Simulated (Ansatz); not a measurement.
Stepwise reaction of `[OH][Ga]([OH])[Cl]` with hydrogen chloride, as a gas-phase model of exchange steps in deposition or etching. ΔE in kJ/mol; ΔG adds harmonic PBE0-D4 terms to CCSD(T)/CBS, at 1 bar.

Isolated molecules relaxed with PBE0-D4/def2-TZVP in Ansatz; ΔE leaves out vibrations. CCSD(T)/CBS is the MP2 limit (def2-TZVPP, def2-QZVPP) plus CCSD(T) − MP2 in def2-TZVPP, frozen cores. This one scheme is used for every species. DFT in def2-TZVPP. B3LYP here is the variant with VWN-RPA as its local correlation; programs differ in this. For Ga outer-core shells are correlated without core-valence functions, which leaves a few kJ/mol of doubt a bond. Scalar relativity is left out up to krypton. Each species was taken in one conformer, which may not be the lowest.

```csv
step,reaction,PBE-D4,B3LYP-D4,ωB97M-V,CCSD(T)/CBS,ΔG(400 K)
1,`[OH][Ga]([OH])[Cl]` + HCl → `[OH][Ga]([Cl])[Cl]` + H₂O,-56.6,-56.7,-57.5,-56.7,-52.5
2,`[OH][Ga]([Cl])[Cl]` + HCl → `[Cl][Ga]([Cl])[Cl]` + H₂O,-53.2,-54.1,-54.8,-54.2,-44.5
```

(1) By hand: ΔE of the 2 steps together at CCSD(T)/CBS.

## Answers

(1) (-56.7) + (-54.2) = -110.9 kJ/mol, or -55.5 kJ/mol a step.

In ΔE the steps differ by no more than 2.5 kJ/mol. All are downhill at CCSD(T)/CBS. ΔG lies between -52.5 and -44.5 kJ/mol a step. PBE-D4 differs from CCSD(T)/CBS by 0.1 to 1.0 kJ/mol a step. Isolated molecules leave out the surface, adducts and barriers. Largest T1 diagnostic: 0.013.
